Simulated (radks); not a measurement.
Initial-state core-level shifts of the osmium ion Os3+ when its valence configuration changes from [Xe] 4f14 5d5. All-electron calculation, scalar-relativistic Kohn-Sham, PBE, spin-unpolarised, spherical densities, finite nucleus; Fermi nuclear charge, rms radius 5.4126 fm. Program: a radial shooting solver on a logarithmic mesh with Libxc functionals. Shifts are changes of the shell-averaged eigenvalues in eV (positive: less bound); the change of the density at the nucleus, which sets a Mossbauer isomer shift, is in e/bohr^3, on a base of 1.789e+06.

| valence | 2s | 3d | 4s | 5s | density at nucleus |
|---|---|---|---|---|---|
| 4f14 5d4 6p1 | -5.500 | -5.443 | -5.385 | -5.114 | +14.4 |
| 4f14 5d4 6s1 | -4.020 | -3.957 | -3.895 | -3.653 | +188.5 |
| 4f14 5d3.5 6s0.5 6p1 | -7.586 | -7.490 | -7.394 | -6.976 | +113.3 |
| 4f14 5d4.5 6s0.5 | -1.984 | -1.954 | -1.925 | -1.811 | +91.7 |
| 4f14 5d4.5 6p0.5 | -2.726 | -2.699 | -2.672 | -2.547 | +6.9 |
| 4f13.5 5d5.5 | -6.088 | -6.816 | -6.135 | -2.330 | +50.4 |
| 4f13 5d5 6s1 | -16.508 | -17.930 | -16.417 | -8.402 | +298.0 |
| 4f12 5d5 6s2 | -34.097 | -37.038 | -33.658 | -17.025 | +638.4 |
| 4f12.5 5d6.5 | -18.695 | -20.972 | -18.700 | -6.925 | +155.8 |
